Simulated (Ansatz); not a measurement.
Start from `O[SiH2]N[SiH2]F` and change one atom or group to get `F[SiH2]N[SiH3]`.

Ansatz, PBE0-D4/def2-TZVP geometries, multiplicity 1. Each molecule was computed in one conformer, which needn't be the lowest.

```json
{"property": "LUMO energy (PBE/def2-TZVPP) / eV", "`O[SiH2]N[SiH2]F`": "-0.53"}
{"property": "size of the dipole moment (ωB97M-V/def2-TZVPP) / D", "`O[SiH2]N[SiH2]F`": "1.94"}
{"property": "size of the dipole moment (B3LYP/def2-TZVPP) / D", "`O[SiH2]N[SiH2]F`": "1.94"}
{"property": "HOMO–LUMO gap (PBE/def2-TZVPP) / eV", "`O[SiH2]N[SiH2]F`": "6.48"}
{"property": "LUMO energy (PBE0/def2-TZVPP) / eV", "`O[SiH2]N[SiH2]F`": "0.31"}
{"property": "HOMO–LUMO gap (PBE0/def2-TZVPP) / eV", "`O[SiH2]N[SiH2]F`": "8.74"}
```

(1) What does the change do to each property? (Best estimate.)

Answers

(1) Ansatz gave: 
| property | `F[SiH2]N[SiH3]` | shift |
| --- | --- | --- |
| LUMO energy (PBE/def2-TZVPP) / eV | -0.84 | -0.31 |
| size of the dipole moment (ωB97M-V/def2-TZVPP) / D | 1.71 | -0.23 |
| size of the dipole moment (B3LYP/def2-TZVPP) / D | 1.72 | -0.22 |
| HOMO–LUMO gap (PBE/def2-TZVPP) / eV | 5.93 | -0.55 |
| LUMO energy (PBE0/def2-TZVPP) / eV | 0.01 | -0.30 |
| HOMO–LUMO gap (PBE0/def2-TZVPP) / eV | 8.13 | -0.61 |

With PBE0 the HOMO rises by 0.29 eV and the LUMO falls by 0.30 eV, so the gap narrows by about 0.59 eV. PBE moves the HOMO by 0.25 eV and ωB97M-V by 0.34 eV. The zero-point energy changes by -18.4 kJ/mol with -3 modes. Dipoles are sizes alone; their direction can turn.

Positive LUMOs are unbound, so they and the gaps depend on the basis.

B3LYP here is the variant with VWN-RPA as its local correlation; programs differ in this.
